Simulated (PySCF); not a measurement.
PySCF input (BP86/6-31G* with LANL2DZ past Ar (5d)):

```python
from pyscf import gto, dft

mol = gto.M(
    atom='''
    Sn   -0.00349532   -0.01260940    0.62871775
    Cl    1.19244980    1.38873918   -0.89050383
    Cl   -1.18216943   -1.35165270   -0.95866602
    ''',
    basis={'default': '6-31g*', 'Sn': 'lanl2dz'},
    ecp={'Sn': 'lanl2dz'},
    charge=0,
    spin=0,
    verbose=4,
)

mf = dft.RKS(mol, xc='bp86')
mf.grids.level = 3
mf.conv_tol = 1e-9
mf.max_cycle = 100
mf.max_memory = 1500
mf.kernel()
if not mf.converged:
    mf = mf.newton()
    mf.kernel(mf.make_rdm1())
mf.dip_moment()
```

Output:

```
PySCF version 2.14.0

[INPUT] verbose = 4
[INPUT] num. atoms = 3
[INPUT] num. electrons = 38
[INPUT] charge = 0
[INPUT] spin (= nelec alpha-beta = 2S) = 0
[INPUT] symmetry False subgroup None
[INPUT] Mole.unit = angstrom
[INPUT] Symbol           X                Y                Z      unit          X                Y                Z       unit  Magmom
[INPUT]  1 Sn    -0.003495320000  -0.012609400000   0.628717750000 AA   -0.006605197518  -0.023828312595   1.188104357153 Bohr   0.0
[INPUT]  2 Cl     1.192449800000   1.388739180000  -0.890503830000 AA    2.253403539292   2.624336708653  -1.682808351576 Bohr   0.0
[INPUT]  3 Cl    -1.182169430000  -1.351652700000  -0.958666020000 AA   -2.233976455533  -2.554253418529  -1.811616222727 Bohr   0.0

nuclear repulsion = 72.306586239625
number of shells = 20
number of NR pGTOs = 114
number of NR cGTOs = 44
basis = {'default': '6-31g*', 'Sn': 'lanl2dz'}
ecp = {'Sn': 'lanl2dz'}

******** <class 'pyscf.dft.rks.RKS'> ********
method = RKS
initial guess = minao
damping factor = 0
level_shift factor = 0
DIIS = <class 'pyscf.scf.diis.CDIIS'>
diis_start_cycle = 1
diis_space = 8
diis_damp = 0
SCF conv_tol = 1e-09
SCF conv_tol_grad = None
SCF max_cycles = 100
direct_scf = True
direct_scf_tol = 1e-13
XC library pyscf.dft.libxc version 7.1.2
    S. Lehtola, C. Steigemann, M. J. T. Oliveira, and M. A. L. Marques,  SoftwareX 7, 1–5 (2018)
XC functionals = bp86
    A. D. Becke,  Phys. Rev. A 38, 3098 (1988)
    J. P. Perdew,  Phys. Rev. B 33, 8822 (1986)
    J. P. Perdew,  Phys. Rev. B 34, 7406–7406 (1986)
radial grids:
    Treutler-Ahlrichs [JCP 102, 346 (1995); DOI:10.1063/1.469408] (M4) radial grids

becke partition: Becke, JCP 88, 2547 (1988); DOI:10.1063/1.454033
pruning grids: <function nwchem_prune>
grids dens level: 3
symmetrized grids: False
atomic radii adjust function: <function treutler_atomic_radii_adjust>
small_rho_cutoff = 0
Set gradient conv threshold to 3.16228e-05
Initial guess from minao.
tot grids = 59720
init E= -916.85480788411
  HOMO = -0.157939002914784  LUMO = -0.0223762646674803  gap/eV = 3.68885
cycle= 1 E= -923.726076207478  delta_E= -6.87  |g|= 0.653  |ddm|= 2.89
  HOMO = -0.167069269197205  LUMO = -0.144155149734692  gap/eV = 0.62352
cycle= 2 E= -922.467694801169  delta_E= 1.26  |g|= 1.79  |ddm|= 3.41
  HOMO = -0.260945657630502  LUMO = -0.146725323726177  gap/eV = 3.10809
cycle= 3 E= -923.936622773866  delta_E= -1.47  |g|= 0.0676  |ddm|=  2.5
  HOMO = -0.261753587353344  LUMO = -0.152937881147384  gap/eV = 2.96103
cycle= 4 E= -923.937414420627  delta_E= -0.000792  |g|= 0.051  |ddm|= 0.203
  HOMO = -0.263592873876208  LUMO = -0.153672468712237  gap/eV = 2.99109
cycle= 5 E= -923.938430765401  delta_E= -0.00102  |g|= 0.0108  |ddm|= 0.072
  HOMO = -0.262595014720475  LUMO = -0.152105893095767  gap/eV = 3.00656
cycle= 6 E= -923.938494433334  delta_E= -6.37e-05  |g|= 0.0018  |ddm|= 0.0185
  HOMO = -0.262620818789506  LUMO = -0.15195269798661  gap/eV = 3.01143
cycle= 7 E= -923.938495735546  delta_E= -1.3e-06  |g|= 0.000307  |ddm|= 0.00274
  HOMO = -0.262618671262828  LUMO = -0.151943781635014  gap/eV = 3.01162
cycle= 8 E= -923.938495767165  delta_E= -3.16e-08  |g|= 0.000122  |ddm|= 0.000552
  HOMO = -0.262618924237218  LUMO = -0.15194398779885  gap/eV = 3.01162
cycle= 9 E= -923.93849577245  delta_E= -5.28e-09  |g|= 5.09e-05  |ddm|= 0.000265
  HOMO = -0.262618958165998  LUMO = -0.15194418366732  gap/eV = 3.01161
cycle= 10 E= -923.938495773511  delta_E= -1.06e-09  |g|= 4.37e-06  |ddm|= 8.77e-05
  HOMO = -0.262618479367994  LUMO = -0.151943810132074  gap/eV = 3.01161
cycle= 11 E= -923.938495773519  delta_E= -7.73e-12  |g|= 1.79e-07  |ddm|= 8.57e-06
  HOMO = -0.262618515295729  LUMO = -0.151943887958149  gap/eV = 3.01161
Extra cycle  E= -923.938495773519  delta_E= -3.41e-13  |g|= 3.08e-07  |ddm|= 7.87e-07
converged SCF energy = -923.938495773519
Dipole moment(X, Y, Z, Debye): -0.01932, -0.06970,  3.47537
```
